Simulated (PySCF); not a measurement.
Isomers of C5H9NO3Si.

All values: PBE0/pcSseg-1 (PySCF) at GFN2-xTB geometries, gas phase, one conformer each.

Question: Rank by HOMO–LUMO gap, highest first.
A. `[NH2:1][C:2](=[O:3])[CH2:4][C@H:5]1[O:6][CH2:7][C:8](=[O:9])[SiH2:10]1` with H–N1–C2–O3 1° and 179°, N1–C2–C4–C5 -159°, C2–C4–C5–O6 -157°, C4–C5–O6–C7 166°, C5–O6–C7–C8 -41°, O6–C7–C8–O9 -166°, C7–C8–Si10–C5 7°
B. `[CH3:1][O:2][Si@H:3]([OH:4])[n:5]1[cH:6][cH:7][c:8]([OH:9])[cH:10]1` with C1–O2–Si3–O4 -162°, O2–Si3–O4–H -36°, O2–Si3–N5–C6 -27°, C7–C8–O9–H 180°
C. `[CH3:1][C:2](=[O:3])[C@@H:4]1[CH2:5][Si@H:6]([C:7]([NH2:8])=[O:9])[O:10]1` with C1–C2–C4–C5 -100°, C5–Si6–C7–N8 -54°, Si6–C7–N8–H -2° and -178°
D. `[CH2:1]=[N:2][C:3](=[CH2:4])[O:5][SiH2:6][O:7][C:8]([CH3:9])=[O:10]` with C1–N2–C3–C4 -43°, N2–C3–O5–Si6 6°, C3–O5–Si6–O7 180°, O5–Si6–O7–C8 -177°, Si6–O7–C8–C9 180°

Answer: B (6.60 eV), C (5.50 eV), D (5.21 eV), A (5.04 eV).

Question: Rank by the highest Hirshfeld charge on any atom, lowest value first.
A. `[CH3:1][C:2](=[O:3])[C@@H:4]1[CH2:5][Si@H:6]([C:7]([NH2:8])=[O:9])[O:10]1` with C1–C2–C4–C5 -100°, C5–Si6–C7–N8 -54°, Si6–C7–N8–H -2° and -178°
B. `[CH3:1][O:2][Si@H:3]([OH:4])[n:5]1[cH:6][cH:7][c:8]([OH:9])[cH:10]1` with C1–O2–Si3–O4 -162°, O2–Si3–O4–H -36°, O2–Si3–N5–C6 -27°, C7–C8–O9–H 180°
C. `[NH2:1][C:2](=[O:3])[CH2:4][C@H:5]1[O:6][CH2:7][C:8](=[O:9])[SiH2:10]1` with H–N1–C2–O3 1° and 179°, N1–C2–C4–C5 -159°, C2–C4–C5–O6 -157°, C4–C5–O6–C7 166°, C5–O6–C7–C8 -41°, O6–C7–C8–O9 -166°, C7–C8–Si10–C5 7°
D. `[CH2:1]=[N:2][C:3](=[CH2:4])[O:5][SiH2:6][O:7][C:8]([CH3:9])=[O:10]` with C1–N2–C3–C4 -43°, N2–C3–O5–Si6 6°, C3–O5–Si6–O7 180°, O5–Si6–O7–C8 -177°, Si6–O7–C8–C9 180°

Answer: C (+0.284 e), D (+0.428 e), A (+0.445 e), B (+0.503 e).

All values together:

| SMILES | μ (D) | HOMO (eV) | LUMO (eV) | lowest IAO charge (e) | highest IAO charge (e) | lowest Hirshfeld charge (e) | highest Hirshfeld charge (e) |
| --- | --- | --- | --- | --- | --- | --- | --- |
| CC(=O)[C@@H]1C[Si@H](C(N)=O)O1 | 5.38 | -6.82 | -1.32 | -0.664 (O) | +1.091 (Si) | -0.303 (O) | +0.445 (Si) |
| C=NC(=C)O[SiH2]OC(C)=O | 2.78 | -6.83 | -1.62 | -0.587 (O) | +1.199 (Si) | -0.261 (O) | +0.428 (Si) |
| NC(=O)C[C@H]1OCC(=O)[SiH2]1 | 7.39 | -5.69 | -0.65 | -0.482 (N) | +0.697 (Si) | -0.246 (O) | +0.284 (Si) |
| CO[Si@H](O)n1ccc(O)c1 | 2.48 | -5.79 | 0.81 | -0.792 (O) | +1.432 (Si) | -0.304 (O) | +0.503 (Si) |

Conformers: `[CH3:1][C:2](=[O:3])[C@@H:4]1[CH2:5][Si@H:6]([C:7]([NH2:8])=[O:9])[O:10]1` with C1–C2–C4–C5 -100°, C5–Si6–C7–N8 -54°, Si6–C7–N8–H -2° and -178°; `[CH2:1]=[N:2][C:3](=[CH2:4])[O:5][SiH2:6][O:7][C:8]([CH3:9])=[O:10]` with C1–N2–C3–C4 -43°, N2–C3–O5–Si6 6°, C3–O5–Si6–O7 180°, O5–Si6–O7–C8 -177°, Si6–O7–C8–C9 180°; `[NH2:1][C:2](=[O:3])[CH2:4][C@H:5]1[O:6][CH2:7][C:8](=[O:9])[SiH2:10]1` with H–N1–C2–O3 1° and 179°, N1–C2–C4–C5 -159°, C2–C4–C5–O6 -157°, C4–C5–O6–C7 166°, C5–O6–C7–C8 -41°, O6–C7–C8–O9 -166°, C7–C8–Si10–C5 7°; `[CH3:1][O:2][Si@H:3]([OH:4])[n:5]1[cH:6][cH:7][c:8]([OH:9])[cH:10]1` with C1–O2–Si3–O4 -162°, O2–Si3–O4–H -36°, O2–Si3–N5–C6 -27°, C7–C8–O9–H 180°.
